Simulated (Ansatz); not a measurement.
A nudged elastic band was laid between two geometries of BrH + Cl2H6Si3 (13 atoms, charge 0, multiplicity 1).

Theory: RKS PBE/def2-SVP (Ansatz).

| Item | Value |
| --- | --- |
| movable images | 7 |
| climbing image | yes |
| spring | 0.5 eV/Å² |
| optimiser | quadratic models (default) |
| start path | through a guess of the saddle point |
| force threshold | 0.03 eV/Å |
| iteration limit | 60 |
| end points | relaxed |

First end point:

```xyz
13
Properties=species:S:1:pos:R:3
Si 0.198 -0.062 -0.347
Cl -0.037 -0.550 1.703
Si 2.523 -0.018 -0.722
H 3.094 -1.356 -0.346
H 2.782 0.261 -2.177
H 3.147 1.062 0.117
Si -1.064 1.879 -0.788
H -2.518 1.578 -0.570
H -0.607 2.982 0.129
H -0.818 2.281 -2.217
Cl -0.603 -1.620 -1.492
Br -3.739 0.350 2.334
H -2.372 -0.084 2.156
```

Last end point:

```xyz
13
Properties=species:S:1:pos:R:3
Si -0.450 -0.101 -0.751
Cl 0.555 1.178 2.551
Si 1.868 -0.428 -0.365
H 2.094 -1.226 0.887
H 2.397 -1.190 -1.551
H 2.565 0.901 -0.281
Si -1.399 2.058 -0.784
H -2.769 1.928 -1.394
H -1.496 2.640 0.595
H -0.546 2.940 -1.657
Cl -0.898 -0.928 -2.627
Br -1.609 -1.302 0.823
H -0.326 0.231 2.334
```

Question: Which bonds break or form, and what moves?

Answer: Bonds broken: Si1–Cl2, Br12–H13. Bonds formed: Si1–Br12, Cl2–H13. BrH + Cl2H6Si3 becomes BrClH6Si3 + ClH.

Question: Give the energies along the band, and the barrier.

Answer: It converged. The highest image is number 4 of 0 to 8, 113.6 kJ/mol above the first end and 111.8 kJ/mol above the last; the last end lies 1.8 kJ/mol above the first. Another band between the same ends (7 images) ends at a top of the same energy, where a vibrational analysis finds 1 clearly imaginary mode. The orbitals stay closed-shell, which can raise the energy where a bond breaks towards radicals; this wasn't checked here.

```json
{"image": "0", "path coordinate (Å)": "0.00", "energy (kJ/mol)": "0.0", "Si1–Cl2 (Å)": "2.12", "Br12–H13 (Å)": "1.45", "Si1–Br12 (Å)": "4.78"}
{"image": "1", "path coordinate (Å)": "1.08", "energy (kJ/mol)": "1.6", "Si1–Cl2 (Å)": "2.12", "Br12–H13 (Å)": "1.45", "Si1–Br12 (Å)": "4.42"}
{"image": "2", "path coordinate (Å)": "2.15", "energy (kJ/mol)": "5.1", "Si1–Cl2 (Å)": "2.13", "Br12–H13 (Å)": "1.45", "Si1–Br12 (Å)": "4.03"}
{"image": "3", "path coordinate (Å)": "3.23", "energy (kJ/mol)": "37.0", "Si1–Cl2 (Å)": "2.19", "Br12–H13 (Å)": "1.47", "Si1–Br12 (Å)": "3.51"}
{"image": "4", "path coordinate (Å)": "4.31", "energy (kJ/mol)": "113.6", "Si1–Cl2 (Å)": "2.52", "Br12–H13 (Å)": "1.66", "Si1–Br12 (Å)": "2.77"}
{"image": "5", "path coordinate (Å)": "5.24", "energy (kJ/mol)": "43.1", "Si1–Cl2 (Å)": "3.15", "Br12–H13 (Å)": "2.08", "Si1–Br12 (Å)": "2.38"}
{"image": "6", "path coordinate (Å)": "6.17", "energy (kJ/mol)": "6.3", "Si1–Cl2 (Å)": "3.70", "Br12–H13 (Å)": "2.34", "Si1–Br12 (Å)": "2.30"}
{"image": "7", "path coordinate (Å)": "7.09", "energy (kJ/mol)": "2.1", "Si1–Cl2 (Å)": "3.80", "Br12–H13 (Å)": "2.45", "Si1–Br12 (Å)": "2.29"}
{"image": "8", "path coordinate (Å)": "7.99", "energy (kJ/mol)": "1.8", "Si1–Cl2 (Å)": "3.68", "Br12–H13 (Å)": "2.51", "Si1–Br12 (Å)": "2.29"}
```

Question: What is the geometry of the highest image?

Answer: 
```xyz
13
Properties=species:S:1:pos:R:3:forces:R:3
Si -0.203 0.051 -0.281 0.00 0.00 0.00
Cl 0.400 0.482 2.130 0.00 0.01 0.00
Si 2.118 -0.277 -0.582 0.00 0.00 0.00
H 2.484 -1.604 0.023 0.00 0.00 0.00
H 2.422 -0.298 -2.056 0.00 0.00 0.00
H 2.891 0.823 0.092 0.00 0.00 0.00
Si -1.283 2.096 -0.745 0.01 0.00 0.00
H -2.568 1.795 -1.460 0.00 0.00 0.00
H -1.531 2.848 0.530 0.00 0.00 0.00
H -0.380 2.905 -1.640 0.00 0.00 0.00
Cl -0.861 -1.435 -1.646 0.00 0.00 -0.01
Br -2.390 -0.645 1.271 0.01 0.00 0.00
H -1.112 -0.039 2.143 -0.01 -0.01 0.00
```

The band took 18 iterations and roughly 19 core-minutes.

Run time: 4.9 min on 4 threads of Arm Neoverse V2, with other jobs on the host, peak memory 0.29 GiB.
